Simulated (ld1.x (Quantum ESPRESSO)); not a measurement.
**iodine, TM: configuration errors across variants**

iodine (I), norm-conserving Troullier–Martins (Kleinman–Bylander form), made with ld1.x (Quantum ESPRESSO) 7.5 (PBE, scalar-relativistic). Core [Kr], reference 4d10 5s2 5p5. Waves: 5p (bound): rc 1.85 bohr; 4d (bound): rc 1.25 bohr; 5s (bound): rc 1.30 bohr. Local part: the s channel. Core correction: none.

All-electron excitation energies from the reference (eV): (1) 4d10 5s2 5p4 11.131; (2) 4d10 5s2 5p3 30.977; (3) 4d10 5s2 5p2 60.305; (4) 4d10 5s1 5p5 22.111; (5) 4d10 5s2 5p4.5 4.532; (6) 4d9 5s2 5p6 45.862; (7) 4d10 5s1 5p6 10.414.

6 further variants failed, have other tests or another functional or relativity, and are left out.

A true bound ghost makes a file unfit for plane-wave use even where its test errors are small: the radial tests pick states by their node count and pass the ghost by.

Errors AE − PS in meV (a dash: test not solved or not reliable):

| change | (1) | (2) | (3) | (4) | (5) | (6) | (7) | bound ghosts |
| --- | --- | --- | --- | --- | --- | --- | --- | --- |
| base | -2.0 | +0.6 | +20 | -2.4 | -1.0 | -103 | -6.2 | p |
| wave 5p (bound): rc 1.85 bohr becomes 5p (bound): rc 2.38 bohr | -2.1 | -0.8 | +14 | -0.5 | -1.1 | -92 | -4.4 | p |
| local potential all-electron potential smoothed inside 1.75 bohr (lloc = -2) | +1.0 | +13 | +43 | +9.7 | -0.4 | -112 | -3.8 | none |
| wave 5s (bound): rc 1.30 bohr becomes 5s (bound): rc 1.68 bohr | -1.2 | +1.6 | +12 | +2.3 | -0.8 | -484 | -1.4 | none |

Task: Give the same row for: wave 4d (bound): rc 1.25 bohr becomes 4d (bound): rc 1.00 bohr.

Result: -2.0, +0.3, +19, -2.9, -1.1, -114, -6.8; bound ghosts: p.
